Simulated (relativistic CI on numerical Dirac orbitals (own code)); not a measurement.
# Ag²⁺: resonant inelastic scattering at the L2,3 edge

Computed with this model: Dirac-Coulomb-Breit CI, orbitals from a KLI potential per configuration, model QED (radiative potential, 1s self-energy scaled to tabulated hydrogen-like ionisation energies), valence Slater integrals scaled by 0.9, Kramers-Heisenberg scattering through one core-hole configuration in a parametric crystal field; configurations [Kr] 4d9 → [He] 2s2 2p5 3s2 3p6 3d10 4s2 4p6 4d10; 80 K; core-hole width 1.6 eV; summed over polarisations. Incident energies are the highest absorption maxima for each field (at most a few, so the weaker spin-orbit partner edge can be absent), on the computed scale of the free ion. Intensities are in per cent of the strongest line above 0.02 eV; levels within 1 cm⁻¹ are merged; final levels count from the ground level, the first row holds all elastic scattering, lines under 0.4 are left out and each table stops after 24 rows. The scale of the Slater integrals is a model choice and moves the terms in proportion.

Field parameters in Wybourne normalisation: D3d B²₀ = −7Dσ, B⁴₀ = −14Dq − 21Dτ, B⁴₃ = −14√(10/7) Dq; Td as Oh with Dq negative (B⁴₀ = 21Dq, B⁴₄ = √(5/14) B⁴₀). The field is a parameter set, without covalency.

S is read from ⟨S²⟩ = S(S + 1).

D3d, 10Dq = 9550, Dσ = -560, Dτ = -340 cm⁻¹:

| Final level (eV) | Degeneracy | Irrep | S | 3349.1 eV |
| --- | --- | --- | --- | --- |
| 0.000 | 2 | Γ4 | 0.50 | 113.3 |
| 0.020 | 2 | Γ5+Γ6 | 0.50 | 97.9 |
| 0.743 | 2 | Γ4 | 0.50 | 100.0 |
| 1.245 | 2 | Γ4 | 0.50 | 62.2 |
| 1.419 | 2 | Γ5+Γ6 | 0.50 | 44.5 |

Td, 10Dq = -8150 cm⁻¹:

| Final level (eV) | Degeneracy | Irrep | S | 3349 eV |
| --- | --- | --- | --- | --- |
| 0.000 | 2 | Γ7 | 0.50 | 69.4 |
| 0.254 | 4 | Γ8 | 0.50 | 100.0 |
| 1.302 | 4 | Γ8 | 0.50 | 62.0 |

For the first field the strongest loss at the lowest incident energy is the level at 0.74 eV (S = 0.50, against 0.50 in the thermal ground state).
